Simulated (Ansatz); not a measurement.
`FC(F)CBr` → `F[CH]F`• + `[CH2]Br`• at 500 K and 1 bar (homolysis of the C–C bond).

Calculated with Ansatz (gas phase, PBE0-D4/def2-TZVP geometries, no zero-point term in ΔE). CCSD(T)/CBS is the MP2 limit (def2-TZVPP, def2-QZVPP) plus CCSD(T) − MP2 in def2-TZVPP, frozen cores. Open shells (•) are unrestricted, without spin–orbit coupling. For Br outer-core shells are correlated without core-valence functions, which leaves a few kJ/mol of doubt a bond. Scalar relativity is left out up to krypton. Each species was taken in one conformer, which may not be the lowest.

| species | CCSD(T)/CBS energy (Eh) | H − E (kJ/mol) | S (J/(mol·K)) |
| --- | --- | --- | --- |
| `FC(F)CBr` | -2850.80969 | 170.7 | 371.7 |
| `F[CH]F`• | -238.15189 | 70.9 | 280.4 |
| `[CH2]Br`• | -2612.50059 | 80.5 | 285.7 |

H − E and S are ideal-gas, rigid-rotor, harmonic terms from PBE0-D4/def2-TZVP, for one conformer and one mirror image of each species, with the whole ground term of open shells counted as degenerate. 1 Eh = 2625.50 kJ/mol, R = 8.31446 J/(mol·K).

Q: By hand: ΔE, ΔH, ΔS and ΔG.

A: ΔE = (-238.15189) + (-2612.50059) − (-2850.80969) = 0.15721 Eh = 412.8 kJ/mol. Δ(H − E) = 70.9 + 80.5 − 170.7 = -19.3, so ΔH = 393.5 kJ/mol. ΔS = 280.4 + 285.7 − 371.7 = 194.4 J/(mol·K). ΔG = 393.5 − 500 × (194.4)/1000 = 296.3 kJ/mol.

Q: By hand: the equilibrium constant, and the temperature at which ΔG would vanish if ΔH and ΔS stayed fixed.

A: log₁₀ K = −ΔG/(RT ln 10) = -31.0. ΔG = 0 at ΔH/ΔS = 2024 K.

The number of gas molecules changes by +1, which sets the sign of ΔS. A doubt of 5 kJ/mol in ΔE shifts log₁₀ K by 0.5 here. Other conformers and mirror images would add mixing entropy, several J/(mol·K) or more a flexible species. These are equilibria of isolated gas molecules and say nothing of rates. Largest T1 diagnostic: 0.015 (customary marks: 0.02 for closed shells, 0.045 for open ones).
